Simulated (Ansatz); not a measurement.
# A geometry optimisation of CH6B2N+ with PBE-D3(BJ)/def2-SVP

The starting geometry of this gas-phase singlet was optimised with GFN2-xTB; its bonds are those of `B[NH+]=BC`.

```yaml
atoms:
  - { symbol: C, position_ang: [-1.8762, 1.7723, 2.4223] }
  - { symbol: B, position_ang: [-1.4988, -1.0070, -0.1532] }
  - { symbol: B, position_ang: [-1.6419, 1.1033, 1.1185] }
  - { symbol: N, position_ang: [-1.4398, 0.4463, -0.0127] }
  - { symbol: H, position_ang: [-1.2883, -1.4565, -1.2049] }
  - { symbol: H, position_ang: [-1.7507, -1.6429, 0.7883] }
  - { symbol: H, position_ang: [-1.2181, 0.9342, -0.8785] }
  - { symbol: H, position_ang: [-2.0726, 1.0381, 3.2123] }
  - { symbol: H, position_ang: [-2.7401, 2.4425, 2.4135] }
  - { symbol: H, position_ang: [-1.0159, 2.3553, 2.7613] }
```

Where would you expect an optimisation with PBE-D3(BJ)/def2-SVP to take it?

New bonds form, giving a structure with H6 bridging B2 and B3, given below by its coordinates. Distances that change by over a tenth: B2–H6 (1.16 → 1.34 Å). Contacts that close: B2–B3 (2.47 → 1.81 Å), B3–H6 (2.77 → 1.42 Å).

The energy falls by 0.51 eV over 30 steps:

```
step  E − E(last) (eV)
   1             0.510
   4             0.376
   7             0.323
  11             0.040
  14             0.018
  17             0.013
  20             0.006
  24             0.001
  27             0.000
  30             0.000
```

Final geometry (Å):

```xyz
10

C    -1.8841    1.4642    2.3421
B    -1.6127   -0.6518   -0.1585
B    -1.6227    0.6903    1.0544
N    -1.0858    0.6300   -0.2329
H    -1.7517   -1.6837   -0.7527
H    -2.1386   -0.6295    1.0711
H    -0.5698    1.2132   -0.8996
H    -1.4359    0.9366    3.2127
H    -2.9756    1.5280    2.5457
H    -1.4656    2.4883    2.2845
```

Frequencies at the end are all real (lowest 87 cm⁻¹). Run with Ansatz 0.2.0, 19 s on 2 threads of Intel(R) Xeon(R) 6975P-C (Granite Rapids) (shared host).
